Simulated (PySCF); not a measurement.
C₂H₃ClF₂Si, SMILES F[Si](C=C)(Cl)F. Coordinates come from a B3LYP-D3(BJ)/def2-SVP optimisation. Other conformers were not sampled.

**Question.** Give the equilibrium geometry at B3LYP-D3(BJ)/def2-SVP (PySCF confirms it by a frequency run) as a Z-matrix. (An estimate is asked for; the answer gives what the named calculation found.)

**Answer.** Several could match; the one computed here: 
```
C
C 1 1.3404
H 2 1.0948 1 121.67
H 2 1.0953 3 116.46 1 179.96
H 1 1.0966 2 119.57 3 179.68
Si 1 1.8360 5 119.00 2 179.48
F 6 1.6121 1 111.98 5 63.61
F 6 1.6131 7 106.72 1 -119.72
Cl 6 2.0483 7 107.13 8 -116.26
```
Charge 0, spin multiplicity 1.
